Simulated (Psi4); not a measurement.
Complex: CH4 (SMILES C) (first 5 atoms) with CH6Si (SMILES C[SiH3]); geometry from B3LYP-D3(BJ)/def2-TZVP, rigid monomers moved along the line of their centres of mass till C1···Si7 is 7.00 Å.
(charge 0, multiplicity 1):
```xyz
13

C     -0.08193     0.00141    -0.31313
H     -1.03740    -0.09534     0.20060
H      0.30176     1.01278    -0.18486
H      0.62756    -0.71108     0.10463
H     -0.21934    -0.20104    -1.37434
C     -0.06374     1.27748     6.53180
Si     0.27869    -0.56279     6.65092
H     -0.18636     1.58281     5.49184
H      0.75793     1.85428     6.96022
H     -0.97605     1.53766     7.07165
H     -0.83703    -1.34342     6.06351
H      0.43558    -0.97107     8.06874
H      1.52450    -0.91326     5.92695
```

All values below come from SAPT0/jun-cc-pV(D+d)Z (Psi4).

**Question.** Which attractive term is largest, and how does the interaction split up?

**Answer.** electrostatics 0.0, exchange 0.0, induction 0.0, dispersion -0.1, total -0.1 kJ/mol; the largest attraction is dispersion.
